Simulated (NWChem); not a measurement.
System: InH$_{3}$S$_{2}$; SMILES [InH]([SH])[SH]

Output (shortened):

```
             Northwest Computational Chemistry Package (NWChem) 7.3.0
             --------------------------------------------------------

 C2V symmetry detected

                             Geometry "geometry" -> ""
                             -------------------------

 Output coordinates in angstroms (scale by  1.889725989 to convert to a.u.)

  No.       Tag          Charge          X              Y              Z
 ---- ---------------- ---------- -------------- -------------- --------------
    1 In                  49.0000     0.00000000     0.00000000    -0.50605426
    2 H                    1.0000     0.00000000     0.00000000    -2.23640626
    3 S                   16.0000    -2.00278499     0.00000000     0.85922074
    4 H                    1.0000    -2.82162736     0.00000000    -0.23099926
    5 S                   16.0000     2.00278499     0.00000000     0.85922074
    6 H                    1.0000     2.82162736     0.00000000    -0.23099926

 Effective nuclear repulsion energy (a.u.)     430.2584718760

      Symmetry information
      --------------------

 Group name             C2v
 Group number             16
 Group order               4
 No. of unique centers     4

 Summary of "ao basis" -> "ao basis" (spherical)
 ------------------------------------------------------------------------------
       Tag                 Description            Shells   Functions and Types
 ---------------- ------------------------------  ------  ---------------------
 In                         def2-svp                10       26   4s4p2d
 H                          def2-svp                 3        5   2s1p
 S                          def2-svp                 8       18   4s3p1d

      Symmetry analysis of basis
      --------------------------

        a1         32
        a2          8
        b1         24
        b2         13

            General Information
            -------------------
          SCF calculation type: DFT
          Wavefunction type:  closed shell.
          No. of atoms     :     6
          No. of electrons :    56
           Alpha electrons :    28
            Beta electrons :    28
          Charge           :     0
          Spin multiplicity:     1
          Use of symmetry is: on ; symmetry adaption is: on
          Maximum number of iterations: 150
          AO basis - number of functions:    77
                     number of shells:    35
          Convergence on energy requested:  1.00D-06
          Convergence on density requested:  1.00D-05
          Convergence on gradient requested:  5.00D-04

              XC Information
              --------------
          PerdewBurkeErnzerhof Exchange Functional  1.000
            Perdew 1991 LDA Correlation Functional  1.000 local
           PerdewBurkeErnz. Correlation Functional  1.000 non-local

             Grid Information
             ----------------
          Grid used for XC integration:  medium
          Radial quadrature: Mura-Knowles
          Angular quadrature: Lebedev.
          Tag              B.-S. Rad. Rad. Pts. Rad. Cut. Ang. Pts.
          ---              ---------- --------- --------- ---------
          In                  1.55      123           9.0       590
          H                   0.35       45          13.0       434
          S                   1.00       88          12.0       590
          Grid pruning is: on
          Number of quadrature shells:   301
          Spatial weights used:  Erf1

      Superposition of Atomic Density Guess
      -------------------------------------

 Sum of atomic energies:       -1014.24277582

      Non-variational initial energy
      ------------------------------

 Total energy =    -985.824620
 1-e energy   =   -1865.152179
 2-e energy   =     663.699273
 HOMO         =      -0.313938
 LUMO         =      -0.000942

      Symmetry analysis of molecular orbitals - initial
      -------------------------------------------------

  Numbering of irreducible representations:

     1 a1          2 a2          3 b1          4 b2

  Orbital symmetries:

     1 a1          2 b1          3 a1          4 b1          5 a1
     6 b1          7 a1          8 b1          9 b2         10 a2
    11 a1         12 a1         13 b1         14 b2         15 a1
    16 b1         17 a1         18 b2         19 a2         20 a1
    21 b1         22 a1         23 a1         24 b1         25 b1
    26 a1         27 b2         28 a2         29 a1         30 b2
    31 b1         32 a1         33 b1         34 a1         35 a1
    36 b2         37 a1         38 b1

     ---------------------------------------------
      Total Density - Mulliken Population Analysis
     ---------------------------------------------

    Atom       Charge   Shell Charges
 -----------   ------   -------------------------------------------------------
    1 In  21    20.04   2.60 -0.60  0.76  0.36  3.23  2.76  0.63  0.23  9.69  0.38
    2 H    1     1.12   0.63  0.49  0.01
    3 S   16    16.63   2.00  1.99  1.21  0.65  5.94  1.83  2.99  0.02
    4 H    1     0.79   0.57  0.19  0.03
    5 S   16    16.63   2.00  1.99  1.21  0.65  5.94  1.83  2.99  0.02
    6 H    1     0.79   0.57  0.19  0.03

[...]
```

Level: PBE/def2-SVP with def2 effective core potentials on In. The geometry was optimised at PBE-D3(BJ)/def2-SVP. def2 effective core potentials on In; no spin-orbit coupling.

Problem. Which NWChem input produces such a log?

Solution. This is not unique; one that fits is the input that was run:
```
start job
memory heap 200 mb stack 900 mb global 1100 mb
geometry units angstroms noautoz
  In     0.000000     0.000000    -0.532365
  H      0.000000     0.000000    -2.262717
  S     -2.002784     0.001991     0.832910
  H     -2.821626     0.002771    -0.257310
  S      2.002784    -0.001991     0.832910
  H      2.821626    -0.002771    -0.257310
end
basis spherical
  * library def2-svp
end
ecp
  In library def2-ecp
end
dft
  xc xpbe96 cpbe96
  iterations 150
  mulliken
end
task dft energy
```
